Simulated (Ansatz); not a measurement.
Reaction (ligand exchange at the Si–C bond): `FC[SiH](S)Cl` + `O[SiH3]` → `[SiH3]O[SiH](S)Cl` + `CF`

Calculated with Ansatz (gas phase, PBE0-D4/def2-TZVP geometries, no zero-point term in ΔE). CBS: MP2 limit from def2 TZ/QZ plus the TZ coupled-cluster correction, frozen cores. This one scheme is used for every species. DFT in def2-TZVPP. B3LYP here is the variant with VWN-RPA as its local correlation; programs differ in this. Each species was taken in one conformer, which may not be the lowest.

| level | ΔE (kcal/mol) |
| --- | --- |
| PBE-D4 | -30.2 |
| B3LYP-D4 | -34.6 |
| CCSD/def2-TZVPP | -34.9 |
| CCSD/CBS(def2) | -34.9 |

Task: What does CCSD(T)/CBS give? (Estimate.)

Result: Computed: -34.3 kcal/mol. The listed levels differ from it by 4.1, -0.3, -0.6, -0.6 kcal/mol.

Largest T1 diagnostic among the species: 0.011.

The D4 term adds −1.2 kcal/mol with B3LYP and −0.7 kcal/mol with PBE0; it sums over pairs of atoms, weighted by their polarisabilities, and B3LYP, whose exchange is more repulsive, gets the larger term. From PBE to PBE0 (25 % exact exchange), in def2-TZVPP and without D4, ΔE moves by −1.9 kcal/mol.
